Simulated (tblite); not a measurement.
Species: C6H7F2 (doublet state).
Numbering: `[H]/[C:1]=[C:2]([F:3])/[CH:4]=[C:5](\[CH3:6])[CH2:7][F:8]` (hydrogens: H9 on C1; H10 on C4; H11, H12, H13 on C6; H14, H15 on C7)

Computed geometry: GFN2-xTB, gas phase. This method treats the open shell by occupation alone, without spin polarisation.

Question: List the bond lengths, angles and torsions at this level.

Answer: 
```json
{"bond": "C1=C2", "length (Å)": "1.303", "order": "double"}
{"bond": "C2–F3", "length (Å)": "1.385", "order": "single"}
{"bond": "C2–C4", "length (Å)": "1.446", "order": "single"}
{"bond": "C4=C5", "length (Å)": "1.336", "order": "double"}
{"bond": "C5–C6", "length (Å)": "1.493", "order": "single"}
{"bond": "C5–C7", "length (Å)": "1.500", "order": "single"}
{"bond": "C7–F8", "length (Å)": "1.369", "order": "single"}
{"bond": "C1–H9", "length (Å)": "1.062", "order": "single"}
{"bond": "C4–H10", "length (Å)": "1.079", "order": "single"}
{"bond": "C6–H11, C6–H12, C6–H13", "length (Å)": "1.090", "order": "single"}
{"bond": "C7–H14, C7–H15", "length (Å)": "1.098", "order": "single"}
```

Bonds in one row agree within 0.01 Å and their mean is given. Orders are formal, as drawn. A selection of angles:
```json
{"angle": "C1–C2–F3", "degrees": "120.2"}
{"angle": "C1–C2–C4", "degrees": "127.4"}
{"angle": "F3–C2–C4", "degrees": "112.4"}
{"angle": "C2–C4–C5", "degrees": "123.0"}
{"angle": "C4–C5–C6", "degrees": "122.4"}
{"angle": "C4–C5–C7", "degrees": "122.1"}
{"angle": "C6–C5–C7", "degrees": "115.5"}
{"angle": "C5–C7–F8", "degrees": "112.7"}
```

Dihedral angles: C1–C2–C4–C5 0° (synperiplanar); C2–C4–C5–C6 0° (synperiplanar); C4–C5–C7–F8 -1° (synperiplanar).

Of the pairs four or more bonds apart, C1···C6 is among the closest relative to their van der Waals radii: 2.75 Å, 81 % of the sum of Bondi's values. C2 (carbon bonded to 2 C and F) is planar (angles 127.4°, 120.2° and 112.4°, sum 360.0°, 0.00 Å off the plane of its three neighbours). C5 (carbon bonded to 3 C) is planar (angles 122.4°, 122.1° and 115.5°, sum 360.0°, 0.00 Å off the plane of its three neighbours). The 8 heavy atoms lie in one plane (0.004 Å rms). The C–C distances run from 1.303 Å (C1=C2, drawn double) to 1.500 Å (C5–C7, drawn single), a spread of 0.197 Å. C4 (carbon bonded to 2 C and H) is planar (angles 123.0°, 121.3° and 115.7°, sum 360.0°, 0.00 Å off the plane of its three neighbours).

Point group: Cs (every atom within 0.08 Å of its image). GFN2-xTB frequencies show an imaginary mode (153i cm⁻¹), so the point is no minimum at that level.

Time: 0.21 s wall. Hardware: one thread of an Arm Neoverse V1, no GPU, shared host with 32 logical CPUs at a one-minute load of 16. These figures are those of the optimisation.

One conformer stands for the species.
